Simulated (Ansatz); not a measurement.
Ansatz (an electronic-structure program) input (B3LYP/6-31G* with LANL2DZ past Ar): The .json file joins the Basis Set Exchange's 6-31G* for atoms up to Ar and LANL2DZ past it.

Ansatz 0.2 input:
```yaml
crystal:
  periodic: [false, false, false]
  atoms:
    - {symbol: Y, position_ang: [0.45456849, 0.31324855, -0.23941061]}
    - {symbol: O, position_ang: [-0.55997823, 1.54604590, -1.12896450]}
    - {symbol: Cl, position_ang: [-0.77931443, -1.44618005, 1.08051351]}
basis:
  gaussian:
    orbitals: 6-31Gs+LANL2DZ.json
hamiltonian:
  xc: {name: B3LYP}
phonons: {temperatures: {t_min: 298.15, t_max: 298.15, t_step: 100}}
```

Output:

```
Functional definition: B3LYP
integrals: 0.02 GiB planned
634 factors; integrals over basis functions are off by at most 2.4e-4 eV
mean field: 0.16 GiB planned
mean field evaluation 1: about -15591.0705 eV, gradient 8.0e1 eV
mean field evaluation 2: about -15374.3621 eV, gradient 1.9e2 eV
mean field evaluation 4: about -15603.2725 eV, gradient 2.4e1 eV
mean field evaluation 8: about -15604.7433 eV, gradient 1.4e-1 eV
mean field evaluation 16: about -15604.7542 eV, gradient 8.7e-6 eV
mean field -15604.75416727 eV, -573.4641383647 hartree, gradient 8.7e-6 eV, S^2 0.000000; 0 other end points of the search recorded, 0 dependent functions left out
the calculation of the forces begins
reference -15604.75442329 eV, -573.4641477734 hartree; 18, 18 occupied and 38, 38 virtual orbitals, 634 factors
these checks for a lower state are left out or cut short: stability, starts, cluster_reference, orbital_swaps, neighbouring_geometries, increment
integrals: 0.02 GiB planned
634 factors; integrals over basis functions are off by at most 2.4e-4 eV
mean field: 0.16 GiB planned
mean field -15604.75405790 eV, -573.4641343456 hartree, gradient 1.1e-6 eV, S^2 0.000000; 0 other end points of the search recorded, 0 dependent functions left out
the calculation of the forces begins
reference -15604.75431390 eV, -573.4641437534 hartree; 18, 18 occupied and 38, 38 virtual orbitals, 634 factors
these checks for a lower state are left out or cut short: stability, starts, cluster_reference, orbital_swaps, neighbouring_geometries, increment
integrals: 0.02 GiB planned
634 factors; integrals over basis functions are off by at most 2.4e-4 eV
mean field: 0.16 GiB planned
mean field evaluation 32: about -15604.7541 eV, gradient 7.7e-7 eV
mean field -15604.75407520 eV, -573.4641349815 hartree, gradient 7.7e-7 eV, S^2 0.000000; 0 other end points of the search recorded, 0 dependent functions left out
the calculation of the forces begins
reference -15604.75433125 eV, -573.4641443909 hartree; 18, 18 occupied and 38, 38 virtual orbitals, 634 factors
these checks for a lower state are left out or cut short: stability, starts, cluster_reference, orbital_swaps, neighbouring_geometries, increment
integrals: 0.02 GiB planned
634 factors; integrals over basis functions are off by at most 2.4e-4 eV
mean field: 0.16 GiB planned
mean field -15604.75413949 eV, -573.4641373441 hartree, gradient 1.9e-6 eV, S^2 0.000000; 0 other end points of the search recorded, 0 dependent functions left out
the calculation of the forces begins
reference -15604.75439551 eV, -573.4641467526 hartree; 18, 18 occupied and 38, 38 virtual orbitals, 634 factors
these checks for a lower state are left out or cut short: stability, starts, cluster_reference, orbital_swaps, neighbouring_geometries, increment
integrals: 0.02 GiB planned
634 factors; integrals over basis functions are off by at most 2.4e-4 eV
mean field: 0.16 GiB planned
mean field -15604.75414003 eV, -573.4641373637 hartree, gradient 1.6e-6 eV, S^2 0.000000; 0 other end points of the search recorded, 0 dependent functions left out
the calculation of the forces begins
reference -15604.75439605 eV, -573.4641467725 hartree; 18, 18 occupied and 38, 38 virtual orbitals, 634 factors
these checks for a lower state are left out or cut short: stability, starts, cluster_reference, orbital_swaps, neighbouring_geometries, increment
integrals: 0.02 GiB planned
634 factors; integrals over basis functions are off by at most 2.4e-4 eV
mean field: 0.16 GiB planned
mean field -15604.75408677 eV, -573.4641354067 hartree, gradient 1.7e-6 eV, S^2 0.000000; 0 other end points of the search recorded, 0 dependent functions left out
the calculation of the forces begins
reference -15604.75434281 eV, -573.4641448159 hartree; 18, 18 occupied and 38, 38 virtual orbitals, 634 factors
these checks for a lower state are left out or cut short: stability, starts, cluster_reference, orbital_swaps, neighbouring_geometries, increment
integrals: 0.02 GiB planned
634 factors; integrals over basis functions are off by at most 2.4e-4 eV
mean field: 0.16 GiB planned
mean field -15604.75408141 eV, -573.4641352095 hartree, gradient 9.4e-7 eV, S^2 0.000000; 0 other end points of the search recorded, 0 dependent functions left out
the calculation of the forces begins
reference -15604.75433741 eV, -573.4641446176 hartree; 18, 18 occupied and 38, 38 virtual orbitals, 634 factors
these checks for a lower state are left out or cut short: stability, starts, cluster_reference, orbital_swaps, neighbouring_geometries, increment
integrals: 0.02 GiB planned
634 factors; integrals over basis functions are off by at most 2.4e-4 eV
mean field: 0.16 GiB planned
mean field evaluation 64: about -15604.7541 eV, gradient 2.0e-4 eV
mean field -15604.75414569 eV, -573.4641375718 hartree, gradient 1.3e-6 eV, S^2 0.000000; 0 other end points of the search recorded, 0 dependent functions left out
the calculation of the forces begins
reference -15604.75440171 eV, -573.4641469803 hartree; 18, 18 occupied and 38, 38 virtual orbitals, 634 factors
these checks for a lower state are left out or cut short: stability, starts, cluster_reference, orbital_swaps, neighbouring_geometries, increment
integrals: 0.02 GiB planned
634 factors; integrals over basis functions are off by at most 2.4e-4 eV
mean field: 0.16 GiB planned
mean field -15604.75414915 eV, -573.4641376988 hartree, gradient 1.7e-6 eV, S^2 0.000000; 0 other end points of the search recorded, 0 dependent functions left out
the calculation of the forces begins
reference -15604.75440517 eV, -573.4641471075 hartree; 18, 18 occupied and 38, 38 virtual orbitals, 634 factors
these checks for a lower state are left out or cut short: stability, starts, cluster_reference, orbital_swaps, neighbouring_geometries, increment
integrals: 0.02 GiB planned
634 factors; integrals over basis functions are off by at most 2.4e-4 eV
mean field: 0.16 GiB planned
mean field -15604.75415055 eV, -573.4641377505 hartree, gradient 1.1e-6 eV, S^2 0.000000; 0 other end points of the search recorded, 0 dependent functions left out
the calculation of the forces begins
reference -15604.75440658 eV, -573.4641471594 hartree; 18, 18 occupied and 38, 38 virtual orbitals, 634 factors
these checks for a lower state are left out or cut short: stability, starts, cluster_reference, orbital_swaps, neighbouring_geometries, increment
integrals: 0.02 GiB planned
634 factors; integrals over basis functions are off by at most 2.4e-4 eV
mean field: 0.16 GiB planned
mean field -15604.75413863 eV, -573.4641373122 hartree, gradient 3.0e-6 eV, S^2 0.000000; 0 other end points of the search recorded, 0 dependent functions left out
the calculation of the forces begins
reference -15604.75439464 eV, -573.4641467206 hartree; 18, 18 occupied and 38, 38 virtual orbitals, 634 factors
these checks for a lower state are left out or cut short: stability, starts, cluster_reference, orbital_swaps, neighbouring_geometries, increment
integrals: 0.02 GiB planned
634 factors; integrals over basis functions are off by at most 2.4e-4 eV
mean field: 0.16 GiB planned
mean field -15604.75416478 eV, -573.4641382734 hartree, gradient 1.2e-6 eV, S^2 0.000000; 0 other end points of the search recorded, 0 dependent functions left out
the calculation of the forces begins
reference -15604.75442081 eV, -573.4641476823 hartree; 18, 18 occupied and 38, 38 virtual orbitals, 634 factors
these checks for a lower state are left out or cut short: stability, starts, cluster_reference, orbital_swaps, neighbouring_geometries, increment
integrals: 0.02 GiB planned
634 factors; integrals over basis functions are off by at most 2.4e-4 eV
mean field: 0.16 GiB planned
mean field evaluation 96: about -15604.7433 eV, gradient 7.9e-2 eV
mean field -15604.75416080 eV, -573.4641381271 hartree, gradient 1.8e-6 eV, S^2 0.000000; 0 other end points of the search recorded, 0 dependent functions left out
the calculation of the forces begins
reference -15604.75441682 eV, -573.4641475356 hartree; 18, 18 occupied and 38, 38 virtual orbitals, 634 factors
Total energy: -15604.75442329 eV, -573.4641477734 hartree
Atom 0 at     0.454568     0.313249    -0.239411 Å, force    -0.000128    -0.002739     0.002021 eV/Å
Atom 1 at    -0.559978     1.546046    -1.128964 Å, force    -0.000995     0.000809    -0.000578 eV/Å
Atom 2 at    -0.779314    -1.446180     1.080514 Å, force     0.001123     0.001930    -0.001443 eV/Å
Dipole moment:     1.564277     0.083522    -0.090937 e Å
Vibrations: 127.15 328.23 880.04 cm⁻¹, zero-point energy 0.082785 eV
```

The blocks after the first are displaced geometries, from whose forces the wavenumbers follow.
